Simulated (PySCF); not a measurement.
vinyl chloride (C2H3Cl), singlet, geometry from GFN2-xTB. Base run: PBE/def2-SVP (PySCF).

The PySCF input:
```python
from pyscf import gto, scf, dft

mol = gto.M(
    atom='''
C    -0.001662    0.754022   -0.000887
C     1.288373    1.021459   -0.013454
Cl   -0.624479   -0.849898    0.006946
H    -0.773014    1.508554    0.005532
H     2.034912    0.246855   -0.019613
H     1.633983    2.039976   -0.017955
''',
    basis='def2-svp',
    charge=0,
    spin=0,
    verbose=4,
)

mf = dft.RKS(mol)
mf.xc = 'pbe'
mf.kernel()
```

The base run was repeated with changes; each row names its change, and settings that it needs were set with it.

```csv
change,ΔE vs base (mEh),SCF cycles,outcome
base,0.000,9,converged
diis_space = 4,0.000,13,converged
init_guess = atom,0.000,10,converged
diis = off; damp = 0.6 (with mf.diis_start_cycle = 200; with mf.max_cycle = 150),0.000,15,converged
init_guess = 1e,0.000,13,converged
diis_space = 20,0.000,9,converged
conv_tol = 1e-7,0.000,8,converged
diis_space = 12,0.000,9,converged
DIIS = ADIIS,0.000,18,converged
level_shift = 0.1 (with mf.max_cycle = 100),0.000,10,converged
init_guess = vsap,0.000,11,converged
diis = off; damp = 0.3 (with mf.diis_start_cycle = 200; with mf.max_cycle = 150),-,150,not converged
DIIS = EDIIS,-,50,not converged
```
